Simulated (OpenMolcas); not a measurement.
V2+ (d3) among equal point charges was computed by CASSCF with the d shell active (OpenMolcas, ANO-RCC-VDZP on the metal). Its lowest spin-free states, and all those of the highest spin:

```
2S+1  Degeneracy  E (cm-1)
   4           2       0.0
   4           2      6273
   2           2     12207
   2           2     13310
   2           2     14393
   2           1     14431
   2           1     16098
   2           2     16823
   2           2     19162
   2           2     19193
   2           2     19324
   4           2     23750
   4           1     26630
   4           2     29629
   4           1     35566
```

Problem. Is the site octahedral, tetrahedral or cube-like, axial, or of lower symmetry?

Solution. The states with 2S+1 = 4 have orbital degeneracies 2, 2, 2, 1, 2, 1. There are pairs but no triples, so the site is axial: not cubic, but with a proper or improper axis of order three or more. The run had V2+ among 5 point charges of -2.6 e arranged as a trigonal bipyramid (D3h), 1.75 Å from the ion, with the axial distance 1.628 Å. The active orbitals were held to one l.

An orbital doublet at a regular site is open to a Jahn-Teller distortion, which this geometry leaves out. Without dynamic correlation the repulsion within the d shell is too large (B by tens of per cent), so at a given field states of lower spin stand too high. Point charges carry no covalency, so the field is a model and not that of real ligands. An unlabelled pair can be two single states that coincide in this model. No measured value stands beside these numbers.
